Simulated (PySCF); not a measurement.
Input of a run (PBE0-D3(BJ)/def2-SVP geometry optimisation, gas phase (PySCF 2.14.0)), started from a GFN2-xTB structure with every atom displaced at random (by about 0.01 Å):
```
{"job": {"xc": "PBE0", "basis": "def2-SVP", "d3": "d3bj", "grid": 1, "shake": 0.01, "kind": "geom"}, "charge": 0, "multiplicity": 1}
C      3.072670     0.506380     0.133600
C      1.701500     0.011260     0.234980
C      0.563390    -0.413980     0.327090
Si    -1.111260    -1.050130     0.441040
Si    -2.702210     0.509560    -0.258290
Cl    -1.223810    -2.716150    -0.743520
H      3.761500    -0.141350     0.627280
H      3.126240     1.520150     0.592170
H      3.331250     0.625720    -0.900580
H     -1.301610    -1.555080     1.826570
H     -2.624710     1.694710     0.623640
H     -2.484740     0.968620    -1.618900
H     -4.102390     0.023410    -0.173980
```

Output (energies in Eh, forces in Eh/bohr):
```
step   0  E = -1156.76224186  max force = 0.031884
step   1  E = -1156.76654798  max force = 0.006023
step   2  E = -1156.76695108  max force = 0.001769
step   3  E = -1156.76701817  max force = 0.000702
step   4  E = -1156.76703318  max force = 0.000570
step   5  E = -1156.76704751  max force = 0.000413
optimisation converged
```

Q: Summarise the run.

A: The energy falls by 3.0 kcal/mol over 6 energy and gradient evaluations, the largest force component goes from 0.0319 to 4.1e-04 Eh/bohr, and the atoms move by 0.098 Å rms after alignment. The bond that changes most is Si5–H12 (SiH3 silicon to Si–H hydrogen), which lengthens by 0.042 Å. Bonds longer at the end by more than 0.005 Å: 7 of 12; shorter: 2. Among the angles that change most is Si4–Si5–H12, from 112.9° to 108.6°. The energy never rose by more than 1e-6 Eh on the way. The first step brought 90 % of the lowering.

Q: What are the final bond lengths?

A: C1–C2 1.449 Å, C2≡C3 1.220 Å, C3–Si4 1.818 Å, Si4–Si5 2.339 Å, Si4–Cl6 2.082 Å, C1–H7 1.101 Å, C1–H8 1.101 Å, C1–H9 1.101 Å, Si4–H10 1.491 Å, Si5–H11 1.496 Å, Si5–H12 1.494 Å, Si5–H13 1.494 Å. Numbering counts from 1 in the input's order; the species is `[SiH3][Si@H](C#CC)Cl`.

The run used 131 basis functions and 40 SCF cycles in all. Time: 45 s; peak memory 0.54 GiB. Hardware: one thread, Arm Neoverse V1 (aarch64), no GPU, shared host with 32 logical CPUs at a one-minute load of 19.

No PBE0-D3(BJ)/def2-SVP frequencies stand behind this structure, so it isn't proved a minimum.
